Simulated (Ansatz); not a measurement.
`[OH][Al]1[O][SiH2]1` + H₂ → `[O]1[AlH][SiH2]1` + H₂O at 298.15 K and 1 bar (hydrogenolysis of the Al–O bond).

Program: Ansatz. Geometries: PBE0-D4/def2-TZVP. ΔE: electronic, gas phase. CCSD(T)/CBS is the MP2 limit (def2-TZVPP, def2-QZVPP) plus CCSD(T) − MP2 in def2-TZVPP, frozen cores. This one scheme is used for every species. One conformer a species, not always the lowest.

| species | CCSD(T)/CBS energy (Eh) | H − E (kJ/mol) | S (J/(mol·K)) |
| --- | --- | --- | --- |
| `[OH][Al]1[O][SiH2]1` | -683.33413 | 108.6 | 314.7 |
| H₂ | -1.17544 | 35.1 | 130.4 |
| `[O]1[AlH][SiH2]1` | -608.08762 | 86.1 | 281.5 |
| H₂O | -76.37941 | 66.4 | 188.7 |

H − E and S are ideal-gas, rigid-rotor, harmonic terms from PBE0-D4/def2-TZVP, for one conformer and one mirror image of each species. The MP2-based limit puts H₂ 0.8 mEh under its directly extrapolated value; such offsets cancel only in part. 1 Eh = 2625.50 kJ/mol, R = 8.31446 J/(mol·K).

Task: By hand: ΔE, ΔH, ΔS and ΔG.

Result: ΔE = (-608.08762) + (-76.37941) − (-683.33413) − (-1.17544) = 0.04254 Eh = 111.7 kJ/mol. Δ(H − E) = 86.1 + 66.4 − 108.6 − 35.1 = 8.8, so ΔH = 120.5 kJ/mol. ΔS = 281.5 + 188.7 − 314.7 − 130.4 = 25.1 J/(mol·K). ΔG = 120.5 − 298.15 × (25.1)/1000 = 113.0 kJ/mol.

Task: By hand: the equilibrium constant, and the temperature at which ΔG would vanish if ΔH and ΔS stayed fixed.

Result: log₁₀ K = −ΔG/(RT ln 10) = -19.8. ΔG = 0 at ΔH/ΔS = 4801 K, far beyond where these terms or the molecules hold.

ΔH outweighs TΔS. A doubt of 5 kJ/mol in ΔE shifts log₁₀ K by 0.9 here. Other conformers and mirror images would add mixing entropy, several J/(mol·K) or more a flexible species. These are equilibria of isolated gas molecules and say nothing of rates. Largest T1 diagnostic: 0.016 (customary marks: 0.02 for closed shells, 0.045 for open ones).
